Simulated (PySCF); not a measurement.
I2Pb, charge -1, multiplicity 2. Atoms are numbered in the order given.

```xyz
3

Pb     0.0000     0.0000     1.0443
I      0.0000     2.3614    -0.8079
I      0.0000    -2.3614    -0.8079
```
Charge -1, spin multiplicity 2.

Geometry: r2SCAN-D4/def2-SVPD. The spin state was assumed, not searched. The isomer is the one that the SMILES or the coordinates give; other isomers of the formula were not compared. The def2 effective core potentials stand for the cores of I, Pb; spin–orbit coupling is left out.

All values below come from C-PCM-ωB97X/def2-SVPD (PySCF).

The values are the electrostatic part of the solvation free energy, E(continuum) − E(gas) at the gas-phase geometry, in a cavity of scaled van der Waals radii (PySCF's table); cavitation and dispersion terms are not included. A continuum can't describe solvent molecules that bind to the metal.

| solvent | ε | ΔG(elec) (kcal/mol) |
|---|---|---|
| water | 78.36 | -45.8 |
| benzene | 2.27 | … |
| ethylethanoate | 5.99 | -38.3 |

Question: Fill in the missing entries. (Estimate from the structure and the level; the computed values follow.)

Answer: 
- benzene, ΔG(elec) (kcal/mol): -25.4
